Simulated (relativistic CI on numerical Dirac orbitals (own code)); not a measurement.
**Spin-allowed bands of a d7 ion in a tetrahedral site, by hand**

Problem. A d7 ion in a tetrahedral site has a 4A2 ground term and spin-allowed bands at ν1 = 7800 and ν2 = 12582 cm⁻¹ (from a computed ligand-field model). Find Δ and the Racah parameter B, and predict the third band.

Working.
1. The F term splits into A2 (−1.2Δ), T2 (−0.2Δ) and T1 (+0.6Δ), so ν1 = E(T2) − E(A2) = Δ = 7800 cm⁻¹.
2. T1(F) mixes with T1(P), which lies at 15B, through an element 0.4Δ. The two roots, counted from A2, are ν2,3 = ½(15B + 3Δ) ∓ ½√[(15B − Δ)² + 12BΔ].
3. Solving the lower root for B gives B = (2ν1² + ν2² − 3ν1ν2)/(15ν2 − 27ν1) = -14432076/-21870 = 660 cm⁻¹.
4. The sum of the roots is 15B + 3Δ, so ν3 = 15B + 3ν1 − ν2 = 20717 cm⁻¹ (483 nm).

Check. The bands were computed by exact diagonalisation of the d7 shell with B = 660 and Δ = 7800 cm⁻¹, which gives ν3 = 20718 cm⁻¹. C does not enter the terms of highest spin.
